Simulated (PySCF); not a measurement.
## TlI and its ions

PBE0; Tl cc-pVDZ-PP with ECP60, I cc-pVDZ-PP with ECP28; scalar-relativistic core potentials (PySCF 2.14). Neutral (UKS): singlet (closed shell), Re = 2.868 Å, ωe = 149 cm⁻¹, De = 3.56 eV, HOMO -6.79 eV, LUMO -1.92 eV.

TlI⁺ (UKS): doublet (π ↑), Re = 3.416 Å, ωe = 67.1 cm⁻¹. The energies at the minima are -468.31297 hartree for TlI and -467.99865 for TlI⁺.

(1) Work out the adiabatic ionisation energy, without and with harmonic zero-point energies (1 hartree = 27.2114 eV, 1 eV = 8065.5 cm⁻¹), and the change of the bond length.

Spin–orbit coupling is left out, which matters for elements this heavy, above all for dissociation energies. States were picked by a PBE0 search and need not be the measured ground states.

## Answers

(1) At PBE0: 0.31432 hartree = 8.553 eV between the minima; the zero-point term (67.1 − 149.0)/2 cm⁻¹ = -0.005 eV makes it 8.548 eV. Re changes by +54.8 pm against the neutral. Minus the HOMO energy is 6.79 eV, -1.76 eV from the value between the minima; self-interaction puts the Kohn–Sham level too high, less so with exact exchange. The electron leaves a π orbital, and the ion is left as a loose complex of an ion and an atom.
